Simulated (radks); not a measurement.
Results of a calculation; reference values are marked as such.
Species: neutral scandium. Configuration: [Ar] 4s2 4p1 (not the ground configuration). Level of theory: non-relativistic Kohn-Sham, PBE, spin-polarised, spherical densities, point nucleus; open shells are filled with parallel spins first (a radial shooting solver on a logarithmic mesh with Libxc functionals).

Local quantities along the radius. ELF = 1/(1 + alpha^2) is the electron localisation function; alpha = (tau - tau_W)/tau_unif compares the Pauli kinetic energy density with that of the uniform gas (summed over spins); s = |grad rho|/(2 (3 pi^2)^(1/3) rho^(4/3)) is the reduced gradient; r v_xc is r times the local exchange-correlation potential of spin up (hartree bohr); -r V(r) is the screened charge that the Kohn-Sham potential of spin up presents (atomic units).

| r (bohr) | ELF | alpha | s | r v_xc | -r V(r) |
|---|---|---|---|---|---|
| 0.005492 | 1.000 | 0.01511 | 0.3993 | -0.1269 | 20.66 |
| 0.007209 | 1.000 | 0.01666 | 0.4088 | -0.1532 | 20.54 |
| 0.009539 | 1.000 | 0.01902 | 0.4220 | -0.1868 | 20.38 |
| 0.01252 | 0.999 | 0.02255 | 0.4393 | -0.2265 | 20.18 |
| 0.01657 | 0.999 | 0.02844 | 0.4637 | -0.2748 | 19.90 |
| 0.02174 | 0.999 | 0.03831 | 0.4963 | -0.3280 | 19.55 |
| 0.02877 | 0.997 | 0.05741 | 0.5428 | -0.3865 | 19.10 |
| 0.03776 | 0.991 | 0.09601 | 0.6050 | -0.4417 | 18.55 |
| 0.04997 | 0.965 | 0.1896 | 0.6895 | -0.4889 | 17.85 |
| 0.06559 | 0.847 | 0.4245 | 0.7785 | -0.5174 | 17.03 |
| 0.08678 | 0.496 | 1.007 | 0.8001 | -0.5282 | 16.02 |
| 0.1139 | 0.266 | 1.662 | 0.6060 | -0.5304 | 14.88 |
| 0.1507 | 0.375 | 1.291 | 0.3339 | -0.6136 | 13.59 |
| 0.1978 | 0.687 | 0.6743 | 0.3127 | -0.7648 | 12.25 |
| 0.2617 | 0.841 | 0.4341 | 0.4657 | -0.8635 | 10.77 |
| 0.3436 | 0.811 | 0.4824 | 0.7184 | -0.8522 | 9.303 |
| 0.4546 | 0.355 | 1.349 | 0.9964 | -0.7358 | 7.806 |
| 0.5967 | 0.118 | 2.728 | 0.5350 | -0.6067 | 6.346 |
| 0.7895 | 0.627 | 0.7705 | 0.2397 | -0.8709 | 5.191 |
| 1.036 | 0.874 | 0.3793 | 0.5112 | -0.9891 | 4.045 |
| 1.371 | 0.764 | 0.5560 | 0.9281 | -0.8953 | 2.978 |
| 1.8 | 0.212 | 1.927 | 1.314 | -0.7148 | 2.151 |
| 2.381 | 0.129 | 2.603 | 0.7388 | -0.6197 | 1.535 |
| 3.126 | 0.745 | 0.5854 | 0.6386 | -0.8204 | 1.310 |
| 4.136 | 0.859 | 0.4054 | 1.137 | -0.8304 | 1.021 |
| 5.428 | 0.633 | 0.7622 | 2.044 | -0.6340 | 0.6874 |
| 7.182 | 0.193 | 2.047 | 3.932 | -0.4788 | 0.4882 |
| 9.427 | 0.022 | 6.599 | 8.638 | -0.3671 | 0.3682 |
| 12.47 | 0.001 | 32.21 | 25.00 | -0.1863 | 0.1863 |

On this mesh the ELF has minima near r = 0.11, 0.60, 2.1 bohr, which separate the shells, and maxima near 0.30 (0.85), 1.0 (0.87), 3.6 (0.86).

Self-consistent cycle (total energy in hartree, residual of the potential): 1: -759.972638, 2e+00; 2: -760.175582, 1e+00; 3: -760.256228, 2e-01; 4: -760.257021, 1e-02; 5: -760.257045, 3e-03; 6: -760.257047, 1e-03; 7: -760.257047, 5e-05; 8: -760.257047, 1e-05; 9: -760.257047, 2e-06; 10: -760.257047, 3e-07; 11: -760.257047, 2e-08; 12: -760.257047, 2e-08; 13: -760.257047, 1e-09.
